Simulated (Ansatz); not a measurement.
Molecule (SMILES): Cl[C]Cl (closed-shell singlet).
Atoms: Cl1, C2, Cl3. Bonds: Cl1-C2, C2-Cl3.

Basis-set convergence of the optimised C2-Cl3 bond length at PBE with Ansatz (an electronic-structure program). Cartesian d functions, on some or all atoms, in 6-311G**, 6-311+G**; all else is spherical. No added dispersion term, no relativity. Reference: the value in def2-QZVPPD, 1.7317 Å, itself unsure by roughly 0.0011 Å (its mean distance from pcseg-3, def2-QZVPP, cc-pV(Q+d)Z). Deviations are taken from unrounded values.

```csv
basis,functions,optimised C2-Cl3 bond length (Å)
def2-SVP,50,1.7477
def2-SVPD,74,1.7456
pcseg-1,50,1.7609
aug-pcseg-1,77,1.7547
cc-pV(D+d)Z,60,1.7504
aug-cc-pV(D+d)Z,87,1.7426
6-311G**,72,1.7582
6-311+G**,84,1.7523
pcseg-2,98,1.7380
aug-pcseg-2,146,1.7352
def2-TZVP,105,1.7346
def2-TZVPD,129,1.7332
cc-pV(T+d)Z,108,1.7369
aug-cc-pV(T+d)Z,156,1.7338
def2-TZVPP,115,1.7345
def2-TZVPPD,139,1.7332
def2-QZVPP,197,1.7329
def2-QZVPPD,221,1.7317
```

What the diffuse functions change, pair by pair:
- def2-SVP to def2-SVPD: 24 more functions, deviation 0.0160 to 0.0139 Å
- pcseg-1 to aug-pcseg-1: 27 more functions, deviation 0.0292 to 0.0230 Å
- cc-pV(D+d)Z to aug-cc-pV(D+d)Z: 27 more functions, deviation 0.0187 to 0.0109 Å
- 6-311G** to 6-311+G**: 12 more functions, deviation 0.0264 to 0.0206 Å
- pcseg-2 to aug-pcseg-2: 48 more functions, deviation 0.0063 to 0.0035 Å
- def2-TZVP to def2-TZVPD: 24 more functions, deviation 0.0028 to 0.0015 Å
- cc-pV(T+d)Z to aug-cc-pV(T+d)Z: 48 more functions, deviation 0.0052 to 0.0021 Å
- def2-TZVPP to def2-TZVPPD: 24 more functions, deviation 0.0027 to 0.0014 Å
- def2-QZVPP to def2-QZVPPD: 24 more functions, deviation 0.0012 to 0.0000 Å

Leaving out the reference's own pair, they bring the value nearer the reference by more than 0.0011 Å in 8 of 8 pairs.
